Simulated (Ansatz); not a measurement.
Program: Ansatz. Geometries: PBE0-D4/def2-TZVP. ΔE: electronic, gas phase. CBS: MP2 limit from def2 TZ/QZ plus the TZ coupled-cluster correction, frozen cores. This one scheme is used for every species. Functionals use def2-TZVPP. B3LYP here is the variant with VWN-RPA as its local correlation; programs differ in this. For Ge outer-core shells are correlated without core-valence functions, which leaves a few kJ/mol of doubt a bond. Scalar relativity is left out up to krypton. One conformer a species, not always the lowest.

`C[SiH](C)CO` + `Cl[SiH2][NH][GeH3]` → `C[SiH](C)[N]([GeH3])[SiH2]Cl` + CH₃OH  (ligand exchange at the Si–C bond)

Task: Is it downhill or uphill in electronic energy at CCSD(T)/CBS, and by how much? (An estimate is asked.)

Result: Ansatz gave: Downhill: ΔE = -0.95 eV.

Task: What do these levels give: PBE0-D4, B3LYP-D4, ωB97M-V, B2PLYP, PBE0, B3LYP, SCS-MP2/def2-TZVPP, CCSD(T)/def2-TZVPP, HF/def2-QZVPP, HF/CBS(def2), MP2/CBS(def2), CCSD/CBS(def2)? (Best estimate.)

Result: Computed: PBE0-D4 -0.89, B3LYP-D4 -0.93, ωB97M-V -0.91, B2PLYP -0.84, PBE0 -0.76, B3LYP -0.73, SCS-MP2/def2-TZVPP -0.97, CCSD(T)/def2-TZVPP -0.95, HF/def2-QZVPP -0.87, HF/CBS(def2) -0.87, MP2/CBS(def2) -1.01, CCSD/CBS(def2) -0.93 eV.

Largest T1 diagnostic among the species: 0.011.

The D4 term adds −0.21 eV with B3LYP and −0.12 eV with PBE0; it sums over pairs of atoms, weighted by their polarisabilities, and B3LYP, whose exchange is more repulsive, gets the larger term. In def2-TZVPP, CCSD(T) changes the Hartree–Fock value by −0.09 eV (the triples alone add −0.02 eV) and MP2 by −0.15 eV. From PBE to PBE0 (25 % exact exchange), in def2-TZVPP and without D4, ΔE moves by −0.07 eV.
